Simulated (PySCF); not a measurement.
C4H8AlCl, singlet, geometry from GFN2-xTB (such geometries of metal compounds can be far from the true shape). Base run: HF/6-31G, polarisability (PySCF).

Input for PySCF:
```python
from pyscf import gto, scf
from pyscf.prop import polarizability

mol = gto.Mole()
mol.atom = '''
    Al   -0.11428542    0.08513315    0.27909370
    Cl   -0.68336155    0.71103785    2.12854075
    C     1.78768309    0.43829647   -0.26402995
    C     2.22422041   -0.03655843   -1.65577533
    H     2.45461118   -0.01204273    0.48882610
    H     1.98023501    1.52024474   -0.18265569
    H     1.62672947    0.44034894   -2.43022886
    H     2.10204741   -1.11372389   -1.75102786
    H     3.27211112    0.20309809   -1.84104769
    C    -1.51000871   -0.81775514   -0.80606096
    C    -1.37184977   -1.29847080   -2.04048774
    H    -2.49750428   -0.93328713   -0.34472123
    H    -2.17841131   -1.78137917   -2.57884567
    H    -0.43723171   -1.23070561   -2.57558583
'''
mol.basis = '6-31g'
mol.verbose = 3
mol.build()

mf = scf.RHF(mol)
mf.kernel()
alpha = mf.Polarizability().polarizability()[2, 2]
print('alpha_zz =', alpha)
```

Each row names what was changed in the base input (with any setting that the change needs).

```csv
change,alpha_zz (bohr³),basis functions,core-seconds (rough)
base,81.92,78,3
basis = cc-pVDZ,[?],132,10
basis = def2-SVP,81.73,132,10
finite field (a.u.) = 0.001; conv_tol = 1e-11,81.93,78,3
basis = STO-3G,47.32,46,0.8
basis = 6-31+G*,89.46,132,10
finite field (a.u.) = 0.001; conv_tol = 1e-6,81.82,78,2
functional = pbe,88.96,78,30
finite field (a.u.) = 0.05; conv_tol = 1e-11,82.88,78,3
finite field (a.u.) = 2e-4; conv_tol = 1e-6,81.64,78,2
"functional = lda,vwn",[?],78,20
finite field (a.u.) = 2e-4; conv_tol = 1e-11,81.92,78,3
```

Question: Complete the blanks.

Answer: 
- basis = cc-pVDZ, alpha_zz (bohr³): 85.69
- functional = lda,vwn, alpha_zz (bohr³): 89.55

Finite-field rows take the second difference of the energy in a field along z; a small field with loose convergence shows SCF noise divided by the square of the field, and a large one adds hyperpolarisability.
